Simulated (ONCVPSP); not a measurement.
**Cutoff test, Cd, ONCV**

```
Element                 : Cd (Z = 48)
Generator               : ONCVPSP 4.0.1
Type                    : optimised norm-conserving Vanderbilt (ONCV)
Functional              : LDA (Perdew-Zunger)
Relativity              : fully relativistic
Frozen core             : [Ar] 3d10
Valence charge          : 20
Reference configuration : 4s2 4p6 4d10 5s1.5 5p0.5
Partial waves           : 4s+5s: rc 1.20 bohr, ncon 3, nbas 7, qcut 8.6 1/bohr, 2 projectors; 4p+5p: rc 1.60 bohr, ncon 4, nbas 8, qcut 10.3 1/bohr, 2 projectors; 4d: rc 1.30 bohr, ncon 3, nbas 8, qcut 7.1 1/bohr, 1 projector
Local potential         : polynomial inside 1.15 bohr (lpopt 3, dvloc0 1 Ha)
Core correction         : none
```

Open shells are filled in proportion to 2j + 1.

Question: For each optimised wave give the share of its norm inside rc, the residual kinetic energy above qcut (Ha) and the cutoffs (Ha) for errors of 10, 1, 0.1 and 0.01 mHa per electron.

Answer:

| wave | norm inside rc | residual KE | 10 mHa | 1 mHa | 0.1 mHa | 0.01 mHa |
| --- | --- | --- | --- | --- | --- | --- |
| 4s | 0.863 | 8.2e-05 | 25.2 | 31.1 | 36.6 | 112.9 |
| 5s | 0.036 | 2.9e-05 | 19.6 | 28.1 | 34.1 | 50.3 |
| 4p j=3/2 | 0.947 | 1.3e-08 | 16.2 | 20.3 | 23.6 | 33.0 |
| 5p j=3/2 | 0.023 | 3.1e-09 | 10.2 | 15.0 | 19.0 | 32.1 |
| 4p j=1/2 | 0.958 | 1.1e-08 | 17.9 | 22.6 | 26.7 | 29.9 |
| 5p j=1/2 | 0.027 | 3.5e-09 | 11.2 | 16.4 | 20.7 | 25.4 |
| 4d j=5/2 | 0.586 | 5.1e-03 | 23.3 | 66.7 | 173.9 | not reached |
| 4d j=3/2 | 0.600 | 5.6e-03 | 23.6 | 71.4 | 184.4 | not reached |

The occupied waves need 71 Ha and 184 Ha for 1 and 0.1 mHa.
